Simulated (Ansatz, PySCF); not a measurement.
Spin states of Cl3Nb (SMILES [Cl][Nb]([Cl])[Cl]), each relaxed with B3LYP-D3(BJ)/def2-TZVP.
State 1 (charge 0, multiplicity 3):
```xyz
4

Nb     0.071     0.000    -0.038
Cl     2.224    -0.419    -0.662
Cl    -0.948    -0.841     1.843
Cl    -1.405     1.327    -1.199
```
State 2 (charge 0, multiplicity 1):
```xyz
4

Nb    -0.014     0.017    -0.014
Cl     2.117    -0.401    -0.627
Cl    -0.846    -0.900     1.873
Cl    -1.315     1.351    -1.288
```

```
level                              energy of the multiplicity-1 state less that of the multiplicity-3 state (eV)  cost
---------------------------------  -----------------------------------------------------------------------------  ----
SVWN5/def2-TZVPP                                                                                           0.209  ×0.6
PBE/def2-TZVPP                                                                                             0.402    ×1
PBE-D3(BJ)/def2-TZVPP                                                                                      0.400    ×1
BLYP-D3(BJ)/def2-TZVPP                                                                                     0.262    ×1
r2SCAN/def2-TZVPP                                                                                          0.572    ×2
r2SCAN-D3(BJ)/def2-TZVPP                                                                                   0.572    ×2
r2SCAN-D4/def2-TZVPP                                                                                       0.572    ×2
B3LYP/def2-TZVPP                                                                                           0.358    ×1
PBE0/def2-TZVPP                                                                                            0.536    ×2
PBE0-D4/def2-TZVPP                                                                                         0.534    ×2
BHLYP/def2-TZVPP                                                                                           0.496    ×2
BHLYP-D3(BJ)/def2-TZVPP                                                                                    0.492    ×2
BHLYP-D4/def2-TZVPP                                                                                        0.492    ×2
CAM-B3LYP/def2-TZVPP                                                                                       0.397    ×2
CAM-B3LYP-D3(BJ)/def2-TZVPP                                                                                0.395    ×2
CAM-B3LYP-D4/def2-TZVPP                                                                                    0.395    ×2
wB97M-V/def2-TZVPP                                                                                         0.292    ×7
CCSD/def2-SVP                                                                                              0.418     -
CCSD(T)/def2-SVP                                                                                           0.317    ×7
CCSD(T)/CBS(def2-SVP, def2-TZVPP)                                                                          0.303   ×70
```

The rows run from 0.209 (SVWN5/def2-TZVPP) to 0.572 eV (r2SCAN/def2-TZVPP). The dispersion term adds -0.002 in PBE-D3(BJ), 0.000 in r2SCAN-D3(BJ), 0.000 in r2SCAN-D4. The 8 functionals in def2-TZVPP without D3 or D4 span 0.363, from SVWN5 to r2SCAN.

Singlets are restricted, other states unrestricted; no spin–orbit coupling, no relativity up to Kr; see below for the cores. The largest T1 diagnostic is 0.025.

Correlated levels freeze the inner cores; with def2 sets outer-core shells near the valence are correlated too. CBS: X⁻³ extrapolation of the correlation energy, Hartree–Fock from the larger set.

Doubts at one or more of the structures used: a restricted determinant that unrestricted orbitals would lower (CCSD/def2-SVP, CCSD(T)/def2-SVP, CCSD(T)/CBS(def2-SVP, def2-TZVPP)).

The values were computed with Ansatz (a quantum-chemistry and plane-wave program); PySCF for the dispersion terms. Each number belongs to the level named beside it. In def2 rows elements past Kr take small-core potentials, without spin–orbit coupling.

Costs are rough ratios of core time to PBE/def2-TZVPP (about 40 s over the structures, on one shared machine); a dash marks a level with no comparable run of its own.
